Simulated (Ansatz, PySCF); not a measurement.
C₃H₃F₄, SMILES F[CH]CC(F)(F)F (connectivity only; charge and spin as stated), charge +1, multiplicity 1. Atoms are numbered in the order given.

```xyz
10

F      2.6202    -0.7533    -0.0676
C      1.6257    -0.0189     0.0782
C      0.3990    -0.5388     0.6043
C     -0.8561     0.1985     0.0706
F     -1.0237    -0.1073    -1.2017
F     -1.9021    -0.1623     0.7667
F     -0.6597     1.5068     0.1812
H      1.7835     1.0423    -0.1924
H      0.3330    -1.6374     0.5447
H      0.4766    -0.2697     1.6920
```
Charge +1, spin multiplicity 1.

Coordinates come from a PBE0-D3(BJ)/def2-SVP optimisation. The spin state was assumed, not searched. The isomer is the one that the SMILES or the coordinates give; other isomers of the formula were not compared. The values are those of a single conformer.

Two levels are set side by side: PBE-D3(BJ)/def2-SVP (Ansatz, a quantum-chemistry and plane-wave program) and PBE0-D3(BJ)/def2-SVP (Ansatz). Each level has its own optimised geometry; the coordinates shown are those of the second. Frequencies come from the Hessian of PySCF at each geometry. Differences are taken from unrounded values.

```tsv
quantity	PBE0-D3(BJ)
mean bond length (Å)	1.279
bond F1–C2 (Å)	1.245
bond C2–C3 (Å)	1.432
bond C3–C4 (Å)	1.550
bond C4–F5 (Å)	1.319
bond C4–F6 (Å)	1.307
bond C4–F7 (Å)	1.328
bond C2–H8 (Å)	1.107
bond C3–H9 (Å)	1.102
bond C3–H10 (Å)	1.123
highest harmonic wavenumber (cm⁻¹)	3156
mean harmonic wavenumber (cm⁻¹)	1118
zero-point energy (kcal/mol)	38.35
```

**Question.** What does PBE-D3(BJ) give, and how far is it from PBE0-D3(BJ)? (The exact figures need the calculation; the answer reports its results.)

**Answer.** 
```csv
quantity,PBE-D3(BJ),PBE-D3(BJ) minus PBE0-D3(BJ)
mean bond length (Å),1.293,0.014
bond F1–C2 (Å),1.267,0.022
bond C2–C3 (Å),1.431,-0.001
bond C3–C4 (Å),1.624,0.073
bond C4–F5 (Å),1.329,0.010
bond C4–F6 (Å),1.318,0.010
bond C4–F7 (Å),1.331,0.004
bond C2–H8 (Å),1.113,0.007
bond C3–H9 (Å),1.107,0.005
bond C3–H10 (Å),1.117,-0.006
highest harmonic wavenumber (cm⁻¹),3094,-61
mean harmonic wavenumber (cm⁻¹),1082,-36
zero-point energy (kcal/mol),37.13,-1.22
```

GGA bonds tend to be longer and softer than those of functionals with exact exchange. Differences between two approximate levels are no errors against the true value.
